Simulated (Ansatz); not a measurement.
A relaxation, step by step

Si$_{2}$NH$_{9}$O$_{3}$F$_{2}$, closed shell, PBE0-D4/def2-TZVP (Ansatz 0.2.0). Settings:

```yaml
hamiltonian: {xc: pbe0, dispersion: d4}
relax: {f_tol: 0.005, max_steps: 200}
```

Start, a step off a saddle point along its unstable mode:

```
atom    x (Å)    y (Å)    z (Å)
 Si1  -0.0177   0.6307   1.0718
  O2  -0.1692  -0.0327  -0.8277
 Si3  -1.0754   0.7407  -2.0159
  F4  -0.3674   2.0786   0.4382
  F5   0.0788   1.1353   2.6204
  O6  -1.2873  -0.4184   1.3097
  H7   1.2209  -1.5376   0.2267
  N8   1.5541   0.0273   0.9771
  H9   0.1099  -0.8226  -0.8148
 O10   0.9596  -2.0322  -0.3034
 H11  -1.2002  -0.3014  -3.0513
 H12  -0.3429   1.9160  -2.5459
 H13  -2.4079   1.1546  -1.5155
 H14  -1.5621  -0.3848   2.2314
 H15   2.0426   0.0513   1.8556
 H16   2.1635   0.4156   0.2592
 H17   0.3010  -2.6204   0.0847
```

| step | energy less the last (meV) | largest force component (eV/Å) |
| --- | --- | --- |
| 1 | 2852.3 | 14.836 |
| 2 | 139.6 | 1.928 |
| 3 | 48.2 | 0.592 |
| 4 | 26.1 | 0.496 |
| 5 (rejected trial) | 43.0 | 0.571 |
| 6 | 6.4 | 0.132 |
| 7 | 5.1 | 0.093 |
| 8 | 2.6 | 0.051 |
| 9 | 1.7 | 0.043 |
| 10 | 0.8 | 0.061 |
| 11 | 0.3 | 0.047 |
| 12 | 0.2 | 0.018 |
| 13 | 0.1 | 0.009 |
| 14 | 0.1 | 0.007 |
| 15 | 0.0 | 0.009 |
| 16 | 0.0 | 0.005 |
| 17 | 0.0 | 0.003 |

Step 2, positions (Å) and forces (eV/Å):

```csv
atom,x,y,z,Fx,Fy,Fz
Si1,-0.025,0.663,1.091,-1.153,0.361,0.111
O2,-0.186,0.037,-0.836,-0.290,1.928,0.325
Si3,-1.093,0.781,-2.032,0.134,-0.301,0.059
F4,-0.398,2.086,0.426,0.075,-0.186,0.107
F5,0.041,1.177,2.641,-0.022,0.039,0.050
O6,-1.270,-0.413,1.309,0.267,0.163,0.017
H7,1.319,-1.612,0.282,0.346,0.402,0.901
N8,1.579,0.085,1.005,0.797,-0.159,-0.266
H9,0.117,-0.873,-0.836,0.364,-1.632,-0.401
O10,0.933,-2.214,-0.363,-0.365,-0.670,-1.068
H11,-1.225,-0.263,-3.075,-0.072,0.051,-0.110
H12,-0.341,1.944,-2.547,-0.022,0.030,-0.009
H13,-2.415,1.172,-1.502,0.008,0.015,0.002
H14,-1.566,-0.382,2.223,-0.022,-0.026,-0.051
H15,2.077,0.141,1.880,0.039,0.109,0.059
H16,2.171,0.433,0.260,-0.124,-0.120,0.038
H17,0.281,-2.761,0.077,0.039,-0.005,0.236
```

Last step (17):

```xyz
17
angstrom
Si 0.0108 0.6798 1.1272
O -0.0014 0.1282 -0.9001
Si -1.0533 0.7655 -2.0359
F -0.4421 2.0878 0.5127
F 0.0305 1.1067 2.6967
O -1.1764 -0.4644 1.2122
H 1.2612 -1.7674 0.3714
N 1.6511 0.1621 1.0140
H 0.1836 -0.8513 -0.8986
O 0.7499 -2.2849 -0.2812
H -1.1036 -0.2069 -3.1567
H -0.5015 2.0565 -2.4990
H -2.4036 0.9448 -1.4585
H -1.5644 -0.4917 2.0900
H 2.2160 0.3703 1.8239
H 2.1546 0.3653 0.1646
H -0.0112 -2.6005 0.2173
```

Time: 64 s of wall clock on 2 CPU threads of an AMD EPYC 7R13 and a share of one NVIDIA H100; the host was shared. Peak host memory: 0.98 GiB.
